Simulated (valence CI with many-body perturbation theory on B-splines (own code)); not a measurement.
**Ga XXVI: electric-dipole lines**

Method: configuration interaction combined with many-body perturbation theory (CI+MBPT): four valence electrons over a frozen Dirac-Fock core [He], a basis of 11 s, 11 p, 9 d, 7 f, 5 g, 2 h, 1 i functions for each j, with the one-electron correlation potential Σ1, the two-electron term Σ2, the three-electron term Σ3, Breit, model QED; selected CI, second order for the rest (own B-spline code, finite nucleus).

No measured spectrum was set against this ion. As an estimate, levels of excited configurations hold to 0.05 to 0.15 % of their energy, terms of the ground configuration to about 0.5 %. Among the levels kept, up to 270 cm⁻¹ of a level comes from second order outside the variational space, and about a tenth of that is noise between levels of different J, which matters for small intervals.

Lines 101 to 150 of 266 in falling wavelength, among levels below 1622.1 eV, chosen from the strongest by gf and those to the six lowest levels. Wavelengths and rates use the calculated energies, so an error of 800 cm⁻¹ moves a line at 8.901 Å by 0.0071 % and its rate by three times that or more. Electric multipoles are in the length gauge, E1 and E2 with the static RPA response of the core. Weak lines are less certain than strong ones. Lines between different terms over intervals too small for the method are left out, as are lines whose strength nearly cancels. The highest levels of a list are the least certain.

Names give the largest LS component (configuration and term), which can be under half, so a name can repeat, a term be missing and a line seem to break the LS rules; names also repeat where a configuration has a term twice. Letters in brackets count levels of one name in rising energy.

| λ vac (Å) | Upper | Lower | A (s⁻¹) | S (a.u.) |
| --- | --- | --- | --- | --- |
| 8.901 | 2s 2p2 3s 3P_2 [a] | 2s 2p3 3D°_3 | 3.41e+12 | 5.93e-03 |
| 8.852 | 2s2 2p 3s 3P°_1 | 2s2 2p2 3P_2 | 3.10e+12 | 3.19e-03 |
| 8.851 | 2s2 2p 3s 3P°_2 | 2s2 2p2 1D_2 | 1.45e+12 | 2.48e-03 |
| 8.835 | 2s2 2p 3p 3S_1 | 2s 2p3 5S°_2 | 1.09e+12 | 1.12e-03 |
| 8.829 | 2s2 2p 3s 1P°_1 | 2s2 2p2 1D_2 | 4.57e+12 | 4.66e-03 |
| 8.820 | 2s 2p2 3s 5P_1 | 2s 2p3 5S°_2 | 2.15e+12 | 2.18e-03 |
| 8.811 | 2s2 2p 3s 3P°_0 | 2s2 2p2 3P_1 | 4.54e+12 | 1.53e-03 |
| 8.802 | 2s2 2p 3s 3P°_1 | 2s2 2p2 3P_1 | 7.89e+11 | 7.97e-04 |
| 8.800 | 2s 2p2 3s 1P_1 | 2s 2p3 1D°_2 | 4.88e+12 | 4.92e-03 |
| 8.732 | 2s 2p2 3d 3P_0 | 2s 2p3 3S°_1 | 9.76e+12 | 3.21e-03 |
| 8.729 | 2s 2p2 3s 3P_2 [b] | 2s 2p3 3S°_1 | 1.94e+12 | 3.18e-03 |
| 8.723 | 2s 2p2 3s 5P_2 | 2s 2p3 5S°_2 | 3.13e+12 | 5.13e-03 |
| 8.713 | 2s 2p2 3s 3D_3 | 2s 2p3 3D°_3 | 3.59e+12 | 8.21e-03 |
| 8.706 | 2s 2p2 3d 3D_1 | 2s 2p3 3S°_1 | 3.95e+12 | 3.86e-03 |
| 8.694 | 2s 2p2 3d 3F_2 | 2s 2p3 3P°_1 | 4.88e+12 | 7.92e-03 |
| 8.689 | 2s2 2p 3d 3D°_1 | 2s2 2p2 1S_0 | 2.19e+11 | 2.13e-04 |
| 8.685 | 2s 2p2 3s 3D_2 | 2s 2p3 3D°_1 | 2.15e+12 | 3.48e-03 |
| 8.666 | 2s2 2p 3s 3P°_2 | 2s2 2p2 3P_2 | 2.23e+12 | 3.59e-03 |
| 8.660 | 2s2 2p 3s 3P°_1 | 2s2 2p2 3P_0 | 1.58e+12 | 1.52e-03 |
| 8.659 | 2s 2p2 3s 3D_3 | 2s 2p3 3D°_2 | 2.97e+12 | 6.67e-03 |
| 8.654 | 2s 2p2 3s 5P_3 | 2s 2p3 5S°_2 | 3.75e+12 | 8.40e-03 |
| 8.645 | 2s2 2p 3s 1P°_1 | 2s2 2p2 3P_2 | 5.98e+11 | 5.72e-04 |
| 8.643 | 2s 2p2 3d 3P_1 | 2s 2p3 3P°_0 | 1.29e+13 | 1.23e-02 |
| 8.634 | 2s 2p2 3s 3P_2 [b] | 2s 2p3 3P°_2 | 3.42e+12 | 5.43e-03 |
| 8.628 | 2s2 2p 3d 3F°_2 | 2s2 2p2 1D_2 | 7.14e+11 | 1.13e-03 |
| 8.618 | 2s2 2p 3s 3P°_2 | 2s2 2p2 3P_1 | 1.43e+12 | 2.26e-03 |
| 8.617 | 2s 2p2 3s 3S_1 | 2s 2p3 3P°_1 | 3.72e+12 | 3.52e-03 |
| 8.616 | 2s 2p2 3d 3D_2 | 2s 2p3 3P°_2 | 7.03e+12 | 1.11e-02 |
| 8.611 | 2s 2p2 3d 3D_1 | 2s 2p3 3P°_2 | 4.64e+12 | 4.38e-03 |
| 8.611 | 2s 2p2 3d 3D_3 | 2s 2p3 3P°_2 | 4.46e+12 | 9.83e-03 |
| 8.606 | 2s 2p2 3d 3P_0 | 2s 2p3 3P°_1 | 1.46e+13 | 4.61e-03 |
| 8.597 | 2s2 2p 3s 1P°_1 | 2s2 2p2 3P_1 | 3.08e+11 | 2.90e-04 |
| 8.585 | 2s 2p2 3d 3D_2 | 2s 2p3 3P°_1 | 4.10e+12 | 6.39e-03 |
| 8.581 | 2s2 2p 3d 3F°_3 | 2s2 2p2 1D_2 | 1.99e+11 | 4.34e-04 |
| 8.580 | 2s 2p2 3d 3D_1 | 2s 2p3 3P°_1 | 1.21e+13 | 1.13e-02 |
| 8.580 | 2s2 2p 3d 3P°_2 [a] | 2s2 2p2 1D_2 | 9.34e+11 | 1.46e-03 |
| 8.573 | 2s 2p2 3d 3P_2 | 2s 2p3 3D°_1 | 1.88e+13 | 2.93e-02 |
| 8.562 | 2s 2p2 3d 3D_1 | 2s 2p3 3P°_0 | 5.52e+12 | 5.13e-03 |
| 8.553 | 2s 2p2 3d 5D_2 | 2s 2p3 3D°_1 | 2.02e+12 | 3.12e-03 |
| 8.531 | 2s 2p2 3d 3F_3 [b] | 2s 2p3 3D°_3 | 3.67e+12 | 7.87e-03 |
| 8.520 | 2s 2p2 3d 3F_2 | 2s 2p3 3D°_2 | 1.16e+13 | 1.76e-02 |
| 8.511 | 2s2 2p 3d 3P°_1 | 2s2 2p2 1S_0 | 5.13e+11 | 4.68e-04 |
| 8.501 | 2s 2p2 3d 3F_3 [a] | 2s 2p3 3D°_2 | 9.79e+12 | 2.08e-02 |
| 8.480 | 2s 2p2 3d 3F_3 [b] | 2s 2p3 3D°_2 | 1.25e+13 | 2.64e-02 |
| 8.479 | 2s 2p2 3p 5D°_1 [b] | 2s2 2p2 1S_0 | 1.24e+12 | 1.12e-03 |
| 8.471 | 2s 2p2 3d 3F_4 | 2s 2p3 3D°_3 | 2.82e+13 | 7.60e-02 |
| 8.470 | 2s 2p2 3d 3P_1 | 2s 2p3 3D°_1 | 4.38e+12 | 3.94e-03 |
| 8.465 | 2s 2p2 3d 3D_2 | 2s 2p3 3D°_3 | 4.02e+12 | 6.01e-03 |
| 8.460 | 2s 2p2 3d 3D_3 | 2s 2p3 3D°_3 | 1.17e+13 | 2.45e-02 |
| 8.458 | 2s 2p2 3p 5P°_1 [a] | 2s2 2p2 1S_0 | 1.43e+13 | 1.28e-02 |
